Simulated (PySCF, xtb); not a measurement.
H3OSi, SMILES [SiH3][O], multiplicity 2.

Harmonic wavenumbers (cm⁻¹) from GFN2-xTB in xtb at its own minimum, in rising order: 163, 194, 520, 523, 696, 1222, 1871, 1884, 2005.

**Question.** What does PySCF 2.14.0 with B3LYP-D3(BJ)/def2-TZVP give at its own minimum? (The exact figures need the calculation; the answer reports its results.)

**Answer.** 525, 543, 834, 889, 902, 997, 2161, 2226, 2227. Paired by order, the mean absolute difference is 298 cm⁻¹ and the zero-point energies are 13.0 and 16.2 kcal/mol.
